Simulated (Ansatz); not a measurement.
Geometry optimisation, RKS BHLYP-D4/def2-SVP (Ansatz).

Input:

```yaml
crystal:
  periodic: [false, false, false]
  atoms:
    - { symbol: Al, position_ang: [-0.063176, 0.412064, -0.456861] }
    - { symbol: "N", position_ang: [-0.04848, 0.194684, 2.638151] }
    - { symbol: H, position_ang: [-0.870028, 0.147467, 3.224942] }
    - { symbol: H, position_ang: [0.766728, 0.168584, 3.234112] }
    - { symbol: O, position_ang: [1.428854, -0.160234, -1.000861] }
    - { symbol: H, position_ang: [1.6407, -0.920808, -1.52718] }
    - { symbol: O, position_ang: [-1.548691, -0.245895, -0.907137] }
    - { symbol: H, position_ang: [-1.800296, -1.105971, -1.222244] }
    - { symbol: H, position_ang: [-0.071894, 1.726833, 0.384188] }
    - { symbol: H, position_ang: [-0.058717, 1.107876, 2.152889] }
basis:
  gaussian: { orbitals: def2-SVP }
hamiltonian:
  xc: { name: BHLYP }
  dispersion: d4
relax:
  f_tol: 0.03
  max_steps: 50
```

Command:

```bash
$ ansatz run input.yaml --threads 2 --pin off --max-ram 3072MiB --backend cpu --events-out ev --progress --plain --runs-dir out
```

Where does it end, and by what steps?

The run converged. The force dipped under the threshold on the way, but the program's further checks kept it going. After 22 steps the energy has fallen by 1.198 eV; H4 moved furthest, 1.05 Å. Joined: Al1–N2 (3.10 → 2.01 Å).

| step | energy less start (eV) | largest force component (eV/Å) | accepted |
| --- | --- | --- | --- |
| 0 | 0.0000 | 0.888 | yes |
| 1 | -0.1511 | 1.331 | yes |
| 2 | -0.3088 | 2.124 | yes |
| 3 | -0.6222 | 0.956 | yes |
| 4 | -0.8080 | 0.673 | yes |
| 5 | -0.9592 | 1.536 | yes |
| 6 | -1.0569 | 0.586 | yes |
| 7 | -1.1120 | 0.792 | yes |
| 8 | -1.0963 | 1.453 | no |
| 9 | -1.1406 | 0.197 | yes |
| 10 | -1.1569 | 0.094 | yes |
| 11 | -1.1742 | 0.101 | yes |
| 12 | -1.1621 | 0.335 | no |
| 13 | -1.1819 | 0.111 | yes |
| 14 | -1.1908 | 0.064 | yes |
| 15 | -1.1716 | 1.225 | no |
| 16 | -1.1942 | 0.106 | yes |
| 17 | -1.1937 | 0.226 | no |
| 18 | -1.1963 | 0.052 | yes |
| 19 | -1.1972 | 0.038 | yes |
| 20 | -1.1980 | 0.008 | yes |
| 21 | -1.1973 | 0.258 | no |
| 22 | -1.1981 | 0.016 | yes |

```xyz
10
Properties=species:S:1:pos:R:3
Al -0.089 0.408 0.007
N -0.036 0.314 2.016
H -0.852 -0.224 2.289
H 0.800 -0.210 2.253
O 1.401 -0.437 -0.197
H 1.923 -0.481 -0.988
O -1.562 -0.485 -0.087
H -2.055 -0.689 -0.872
H -0.124 1.936 -0.420
H -0.031 1.191 2.520
```

Whether the end is a true minimum wasn't checked by a vibrational analysis.

Time of the run: 61 s on 2 threads of Arm Neoverse V1, with other jobs on the host, peak memory 0.17 GiB.
